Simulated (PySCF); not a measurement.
## How well do the runs reproduce experiment for arsine?

**Experimental background.**

From NIST CCCBDB Release 22 (SRD 101), experimental dipoles, for the gas: dipole moment (microwave Stark effect) 0.2 D.

The runs below try to reproduce these values; the comparison stands at the end.

Compound: arsine, AsH3.
Numbering: `[AsH3:1]` (hydrogens: H2, H3, H4 on As1)

Geometry (PBE0-D3(BJ)/def2-SVP, Å), atoms numbered from 1 in this order:
```
atom  x, y, z in Å
As1    0.048   -0.030    0.648
H2    -0.141    1.244   -0.170
H3    -0.966   -0.789   -0.200
H4     1.207   -0.487   -0.232
```

Runs made with PySCF (gas phase, on this PBE0-D3(BJ)/def2-SVP geometry; no spin–orbit coupling):

| level | job | basis functions | wall time |
| --- | --- | --- | --- |
| PBE0-D3(BJ)/def2-SVP, grid level 1 | geometry optimisation from a GFN2-xTB start shaken at random | 47 | 3.3 s |

Hardware: one thread of an Intel Xeon Platinum 8375C at 2.90 GHz (shared host).

Results beside the measurements:

**Dipole moment.** Measured: 0.2 D (NIST CCCBDB Release 22 (SRD 101), experimental dipoles).

```
               level  computed (D)  computed − measured (D)
PBE0-D3(BJ)/def2-SVP          0.50                    +0.30
```

The computed dipoles belong to one fixed geometry; measured ones are averaged over vibrations unless marked μe. Magnitudes are compared, not signs.

The geometry is computed, not the measured one. Where a level misses, the cause wasn't examined.
